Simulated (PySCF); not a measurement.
TaCl₅, SMILES [Cl][Ta]([Cl])([Cl])([Cl])[Cl], multiplicity 1. Atoms are numbered in the order given.

```xyz
6

Ta     0.0000     0.0000     0.0000
Cl     0.0000     0.0000     2.3267
Cl     0.0000     0.0000    -2.3267
Cl    -2.2841     0.0000     0.0000
Cl     1.1421     1.9781     0.0000
Cl     1.1421    -1.9781     0.0000
```
Charge 0, spin multiplicity 1.

Coordinates come from a PBE0-D3(BJ)/def2-SVP optimisation. The spin state was assumed, not searched. The isomer is the one that the SMILES or the coordinates give; other isomers of the formula were not compared. The def2 effective core potentials stand for the cores of Ta; spin–orbit coupling is left out.

Computed with PySCF with PBE/def2-TZVP.

**Question.** Estimate the frontier levels, gap, dipole moment and polarisability. (The exact figures need the calculation; the answer reports its results.)

**Answer.** 
```yaml
highest_occupied_level: -7.82 eV
lowest_empty_level: -4.39 eV
orbital_gap: 3.44 eV
dipole_moment: 0.00 D
quadrupole, principal values (traceless, Buckingham form, about the centre of nuclear charge): -5.12, 2.56, 2.56 D·Å
mean_static_polarisability: 112.1 bohr³ (16.61 Å³)
polarisability_principal_values: 104.9, 104.9, 126.3 bohr³
```
